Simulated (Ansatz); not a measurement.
Cartesian coordinates in Å:
```
N 1.8544 0.9262 -2.7433
C 1.0223 0.7590 -1.9627
O 0.0754 0.6144 -1.0998
C 0.3059 -0.3658 -0.0790
F 0.1326 -1.6027 -0.6293
Si -0.9695 -0.0599 1.3216
H 1.3517 -0.2919 0.2375
H -2.3239 -0.1289 0.7290
H -0.7575 -1.1266 2.3272
H -0.6914 1.2762 1.8987
```

The species carries charge 0 and has multiplicity 1.

(1) List the PBE0/def2-TZVPP orbital energies in eV (the Gaussian-basis code of Ansatz). (An estimate is asked.)

## Answers

(1) Ansatz gave: Occupied: -1803.43, -674.97, -525.87, -391.49, -282.74, -280.80, -145.81, -100.47, -100.45, -100.45, -35.06, -32.13, -25.61, -21.39, -17.70, -16.58, -15.96, -14.55, -13.51, -12.76, -12.18, -10.79, -10.69, -10.64, -9.74, -9.56, -9.00. Lowest empty: -0.24, 0.10, 0.38, 1.04, 1.13, 1.41, 1.81, 2.32.
